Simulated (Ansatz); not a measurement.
Geometry optimisation, RHF/def2-SVP (Ansatz 0.2.0).

Input:

```yaml
crystal:
  periodic: [false, false, false]
  atoms:
    - { symbol: Zr, position_ang: [0.2099, -0.010169, -0.01765] }
    - { symbol: Cl, position_ang: [0.588849, -0.028403, 2.450919] }
    - { symbol: "N", position_ang: [2.030911, 0.006289, -0.926067] }
    - { symbol: H, position_ang: [2.756597, -0.659395, -0.708294] }
    - { symbol: H, position_ang: [2.40483, 0.691421, -1.558205] }
    - { symbol: "N", position_ang: [-0.743374, 1.670856, -0.679325] }
    - { symbol: H, position_ang: [-1.486021, 1.764453, -1.350221] }
    - { symbol: H, position_ang: [-0.547049, 2.584704, -0.300013] }
    - { symbol: "N", position_ang: [-0.727111, -1.679271, -0.73258] }
    - { symbol: H, position_ang: [-1.565002, -2.108211, -0.379183] }
    - { symbol: H, position_ang: [-0.347618, -2.270799, -1.452966] }
    - { symbol: Si, position_ang: [-3.314901, 0.013885, 1.450578] }
    - { symbol: H, position_ang: [-3.73925, -0.85976, 0.330166] }
    - { symbol: H, position_ang: [-3.99283, -0.425733, 2.692151] }
    - { symbol: H, position_ang: [-3.683507, 1.414135, 1.146125] }
    - { symbol: H, position_ang: [-1.864525, -0.104002, 1.647564] }
basis:
  gaussian: { orbitals: def2-SVP }
hamiltonian:
  xc: hf
relax:
  f_tol: 0.03
  max_steps: 50
```

Command:

```bash
$ ansatz run input.yaml --threads 4 --pin off --max-ram 5120MiB --backend cpu --events-out ev --progress --plain --runs-dir out
```

Task: Where does it end, and by what steps?

Result: The run converged. The force dipped under the threshold on the way, but the program's further checks kept it going. After 29 steps the energy has fallen by 0.283 eV; H14 moved furthest, 1.54 Å.

| step | energy less start (eV) | largest force component (eV/Å) | accepted |
| --- | --- | --- | --- |
| 0 | 0.0000 | 0.520 | yes |
| 2 | -0.1747 | 0.209 | yes |
| 4 | -0.2452 | 0.244 | yes |
| 6 | -0.2577 | 0.075 | yes |
| 8 | -0.2599 | 0.014 | yes |
| 10 | -0.2614 | 0.073 | yes |
| 12 | -0.2661 | 0.109 | yes |
| 14 | -0.2683 | 0.239 | yes |
| 16 | -0.2741 | 0.125 | yes |
| 18 | -0.2776 | 0.170 | yes |
| 20 | -0.2794 | 0.063 | yes |
| 22 | -0.2808 | 0.120 | yes |
| 24 | -0.2819 | 0.027 | yes |
| 26 | -0.2827 | 0.060 | yes |
| 28 | -0.2831 | 0.031 | yes |
| 29 | -0.2834 | 0.022 | yes |

```xyz
16
Properties=species:S:1:pos:R:3
Zr 0.654 -0.273 -0.154
Cl 1.227 -0.444 2.202
N 2.259 0.337 -1.255
H 3.186 -0.052 -1.190
H 2.287 1.105 -1.904
N -0.853 1.078 -0.441
H -1.672 0.951 -1.011
H -0.898 1.995 -0.029
N 0.039 -2.071 -0.897
H -0.617 -2.690 -0.449
H 0.373 -2.520 -1.732
Si -3.995 0.516 1.696
H -4.165 -0.067 0.343
H -5.274 0.395 2.435
H -3.638 1.950 1.575
H -2.931 -0.212 2.424
```

Whether the end is a true minimum wasn't checked by a vibrational analysis.

Time of the run: 69 s on 4 threads of Arm Neoverse V2, on a shared host, peak memory 0.48 GiB.
